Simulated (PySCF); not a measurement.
Start geometry of `[O-]c1sccc1OC(F)(F)F` from GFN2-xTB (Å):
```
atom  x, y, z in Å
O1    -0.5639    1.5485   -2.0957
C2     0.2056    0.9546   -1.3547
S3     1.9868    1.4296   -1.2241
C4     2.3111    0.1836   -0.0473
C5     1.2084   -0.5450    0.2288
C6     0.0725   -0.1270   -0.4961
O7    -1.2081   -0.7934   -0.3540
C8    -1.8927   -0.4317    0.6760
F9    -1.3848   -0.8431    1.8807
F10   -3.1252   -0.9838    0.6392
F11   -2.0946    0.8880    0.8528
H12    3.3015    0.0856    0.3494
H13    1.1790   -1.3652    0.9273
```

**Question.** What comes out of this run: PBE0-D3(BJ)/def2-SVP geometry optimisation, gas phase in PySCF 2.14.0?

**Answer.** 
```
atom  x, y, z in Å
O1    -0.5884    1.5713   -2.0327
C2     0.2015    0.9709   -1.3145
S3     2.0071    1.4219   -1.2120
C4     2.3662    0.1552   -0.0659
C5     1.2448   -0.5655    0.2378
C6     0.0789   -0.1222   -0.4325
O7    -1.1587   -0.7887   -0.2996
C8    -1.9524   -0.4003    0.6819
F9    -1.4384   -0.6350    1.9078
F10   -3.0901   -1.1025    0.6045
F11   -2.2784    0.8922    0.6582
H12    3.3750    0.0094    0.3184
H13    1.2290   -1.4102    0.9306
```

The energy falls by 2.8 kcal/mol over 8 energy and gradient evaluations, the largest force component goes from 0.0412 to 4.4e-04 Eh/bohr, and the atoms move by 0.115 Å rms after alignment. The bond that changes most is C6–O7 (aromatic carbon bearing oxygen to aryl ether oxygen), which shortens by 0.039 Å. Bonds longer at the end by more than 0.005 Å: 7 of 13; shorter: 4. Among the angles that change most is F9–C8–F10, from 103.8° to 106.5°. Rotational constants go from 2074, 635.3, 542.8 to 2070, 630.4, 537.7 MHz. The orientation of the end geometry is arbitrary; only internal coordinates are fixed.

The run used 168 basis functions and 58 SCF cycles in all. Rough CPU time on one thread of a shared machine: about 4 min.

No PBE0-D3(BJ)/def2-SVP frequencies stand behind this structure, so it isn't proved a minimum. The geometry's basis has no diffuse functions, a weakness for an anion.

One conformer stands for the species.
